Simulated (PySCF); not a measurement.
Isomers of C7H5N3, one GFN2-xTB conformer each. Single-point energies are computed at PBE0/pcSseg-1 (PySCF, gas phase, no added dispersion term), electronic only.

Problem. Rank them by PBE0/pcSseg-1 energy, lowest first (kcal/mol).
A. `[CH:1]#[C:2][c:3]1[n:4][n:5][n:6][cH:7][c:8]1[CH:9]=[CH2:10]` with C7–C8–C9–C10 -17°
B. `[CH2:1]=[CH:2][CH2:3][C:4]([C:5]#[N:6])([C:7]#[N:8])[C:9]#[N:10]` with C1–C2–C3–C4 113°, C2–C3–C4–C5 -59°
C. `[CH2:1]=[C:2]([CH3:3])[C:4]([C:5]#[N:6])([C:7]#[N:8])[C:9]#[N:10]` with C1–C2–C4–C5 -120°

Solution. C (0.0), B (1.0), A (36.6).

As drawn, the lowest has a C≡N group and a quaternary carbon, which the highest lacks; the highest has an aromatic ring, a C≡C bond and an N–N linkage, which the lowest lacks. Neighbours under 2.5 kcal/mol apart (C=C(C)C(C#N)(C#N)C#N and C=CCC(C#N)(C#N)C#N) can change places with a better method, another conformer or zero-point energy. GFN2-xTB itself gives, in the same order: 0.0, 3.9, 2.7. Both levels put the same isomer lowest; measured from each level's own lowest isomer, the values differ by up to 33.9 kcal/mol (C#Cc1nnncc1C=C: 2.7 against 36.6).

Problem. Which frontier levels, dipoles and rotational constants go with these structures?

Solution. 
```csv
SMILES,"HOMO (eV, PBE0/pcSseg-1)",LUMO (eV),dipole (D),"A, B, C (MHz)"
C=C(C)C(C#N)(C#N)C#N,-8.97,-1.34,4.51,"1413, 1308, 1198"
C=CCC(C#N)(C#N)C#N,-8.76,-1.24,4.30,"1715, 1077, 986.8"
C#Cc1nnncc1C=C,-7.19,-2.61,5.99,"1666, 1556, 807.0"
```
